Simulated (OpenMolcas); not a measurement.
Pm3+ with 6 ligands (iodide, fluoride on the axis) in tetragonal octahedral coordination (D4h). The axial distance is 0.735 times the equatorial one, R.

| Property | Result |
| --- | --- |
| Program | OpenMolcas |
| Method | CASSCF |
| Basis | ANO-RCC-VDZP [7s6p4d2f1g] |
| Scalar Hamiltonian | DKH2, point nucleus |
| Active space | 4 electrons in 7 orbitals (4f) |
| State averaging | 2S+1 = 5 even, 35 roots (33 in the spin-orbit step); 2S+1 = 3 even, 117 roots kept (CI in the orbitals of an earlier block, 106 in the spin-orbit step); 2S+1 = 1 even, 75 roots kept (CI in the orbitals of an earlier block, 31 in the spin-orbit step) |
| Spin-orbit coupling | state interaction with AMFI integrals over the reference wave functions |

All ligands move together. At R = 3.1 Å the width of the lowest J multiplet is 415 cm-1, and at R = 3.29 Å it is 341 cm-1.

**Question.** A third run gives 450 cm-1. What distance was it run at?

**Answer.** With a power law R^-n the two known points give n = -ln(341 / 415) / ln(3.29 / 3.1) = 3.30. Then R = 3.1 × (415 / 450)^(1/3.30) = 3.025 Å. The run was at 3.03 Å, so the estimate is off by -0.005 Å.

High states are left out of the spin-orbit mixing, which shifts the levels that they would mix with. Without dynamic correlation the ligand-field splitting of an f shell can come out too small, at times by half. No measured value stands beside these numbers; the geometry is a model, was not optimised and need not be the one that this ion takes.
